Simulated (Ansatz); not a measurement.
Mulliken charges of `F/C=C\I` from r2SCAN/def2-TZVPP in Ansatz (PBE0-D4/def2-TZVP geometry).

```
atom   x (Å)   y (Å)   z (Å)  charge (e)
  F1   0.571  -0.814  -1.406      -0.182
  C2   0.653  -0.030  -0.339       0.121
  C3  -0.360   0.205   0.474      -0.160
  I4  -2.241  -0.603   0.226       0.025
  H5   1.641   0.398  -0.203       0.104
  H6  -0.229   0.853   1.327       0.092
```

Q: By hand: the dipole of these point charges (1 e Å = 4.8032 D).

A: Σ q r = (0.126, 0.217, 0.246) e Å, of length 0.351 e Å = 1.69 D.

Q: How does the dipole of the full density compare? (Best estimate.)

A: Computed: (0.240, 0.212, 0.186) e Å, 1.78 D; the point charges give 0.95 times that, at 20° from its direction.

Point charges leave out the atoms' own dipoles, such as those of lone pairs, and Mulliken's split depends on the basis, so the two needn't agree.
